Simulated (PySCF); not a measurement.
C2H7BiO, SMILES [OH][Bi]([CH3])[CH3].

Geometry: PBE-D3(BJ)/def2-SVP. The structure was generated by enumeration; whether it is a known compound was not checked. The def2 effective core potentials stand for the cores of Bi; spin–orbit coupling is left out. Other conformers were not sampled.

Level of theory: TDDFT-PBE/def2-SVPD (PySCF 2.14.0).

Vertical excitations. The molecule is in vacuum. State labels are in the subgroup Cs.

```csv
state,symmetry,energy (eV),λ (nm),f,main pairs
S1,A",4.61,269,0.002,HOMO→LUMO 100 %
S2,A',4.80,259,0.015,HOMO−1→LUMO 98 %
S3,A',5.43,229,0.002,HOMO→LUMO+1 89 %
S4,A",5.63,220,0.021,"HOMO−1→LUMO+1 54 %, HOMO→LUMO+2 41 %"
S5,A",5.82,213,0.003,"HOMO→LUMO+3 59 %, HOMO−2→LUMO 41 %"
S6,A",5.85,212,0.000,"HOMO−2→LUMO 47 %, HOMO→LUMO+3 28 %, HOMO→LUMO+2 21 %"
S7,A',5.94,209,0.005,"HOMO−1→LUMO+3 86 %, HOMO−1→LUMO+2 14 %"
S8,A",6.08,204,0.191,"HOMO−1→LUMO+1 34 %, HOMO→LUMO+2 32 %, HOMO→LUMO+3 11 %, HOMO−2→LUMO 10 %"
S9,A',6.16,201,0.148,"HOMO−1→LUMO+2 58 %, HOMO−2→LUMO+1 19 %, HOMO−1→LUMO+3 11 %, HOMO−3→LUMO 9 %"
S10,A',6.51,191,0.233,"HOMO−3→LUMO 64 %, HOMO−3→LUMO+2 15 %"
T1,A",4.25,291,0,HOMO→LUMO 100 %
T2,A',4.28,290,0,HOMO−1→LUMO 99 %
T3,A",4.89,253,0,HOMO−1→LUMO+1 94 %
T4,A',4.98,249,0,HOMO→LUMO+1 86 %
```
Triplets are in the Tamm–Dancoff approximation, which puts them higher than full response would, so one can lie above its singlet here.
